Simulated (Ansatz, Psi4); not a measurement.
Intermolecular potential of H4Si ··· H2Se (SMILES [SiH4] and [SeH2]). Monomers: optimised at B3LYP-D3(BJ) (def2-TZVP), held rigid. Orientation: lowest of the rigid-body minima from ten starts at GFN2-xTB. R is the distance of the centres of mass, along which the second monomer moves.

PBE/def2-TZVP, counterpoise-corrected (Psi4); PBE-D3(BJ)/def2-TZVP, counterpoise-corrected (Psi4); wB97X-V/def2-TZVP, counterpoise-corrected (Psi4); CCSD(T)/aug-cc-pVTZ = Ansatz (a first-principles code) with CCSD(T) on RHF/aug-cc-pVTZ, cores with 3d frozen, counterpoise-corrected.

Interaction energies in kcal/mol; the last columns give the difference from CCSD(T):

| R / Å | PBE/def2-TZVP | PBE-D3(BJ)/def2-TZVP | wB97X-V/def2-TZVP | CCSD(T)/aug-cc-pVTZ | PBE/def2-TZVP − CCSD(T)/aug-cc-pVTZ | PBE-D3(BJ)/def2-TZVP − CCSD(T)/aug-cc-pVTZ | wB97X-V/def2-TZVP − CCSD(T)/aug-cc-pVTZ |
|---|---|---|---|---|---|---|---|
| 3.29 | 3.89 | 2.33 | 3.60 | 3.61 | 0.28 | -1.28 | -0.01 |
| 3.52 | 1.58 | 0.18 | 0.94 | 0.90 | 0.68 | -0.72 | 0.05 |
| 3.75 | 0.51 | -0.71 | -0.19 | -0.24 | 0.76 | -0.47 | 0.05 |
| 3.97 | 0.06 | -0.99 | -0.57 | -0.62 | 0.68 | -0.38 | 0.05 |
| 4.16 | -0.11 | -1.02 | -0.64 | -0.68 | 0.57 | -0.34 | 0.04 |
| 4.33 | -0.17 | -0.96 | -0.60 | -0.64 | 0.47 | -0.31 | 0.04 |
| 4.72 | -0.17 | -0.71 | -0.42 | -0.46 | 0.29 | -0.25 | 0.03 |
| 4.98 | -0.13 | -0.54 | -0.31 | -0.34 | 0.21 | -0.20 | 0.03 |
| 5.52 | -0.05 | -0.28 | -0.15 | -0.18 | 0.13 | -0.10 | 0.03 |
| 6.10 | -0.01 | -0.14 | -0.07 | -0.09 | 0.08 | -0.04 | 0.02 |
| 7.11 | 0.00 | -0.04 | -0.03 | -0.03 | 0.04 | -0.01 | 0.01 |
| 8.53 | 0.00 | -0.01 | -0.01 | -0.01 | 0.01 | 0.00 | 0.00 |

PBE/def2-TZVP is furthest from CCSD(T)/aug-cc-pVTZ at 3.75 (0.76 kcal/mol, above); its mean absolute difference over the points is 0.35 kcal/mol.

PBE-D3(BJ)/def2-TZVP is furthest from CCSD(T)/aug-cc-pVTZ at 3.29 (-1.28 kcal/mol, below); its mean absolute difference over the points is 0.34 kcal/mol.

wB97X-V/def2-TZVP is furthest from CCSD(T)/aug-cc-pVTZ at 3.75 (0.05 kcal/mol, above); its mean absolute difference over the points is 0.03 kcal/mol.
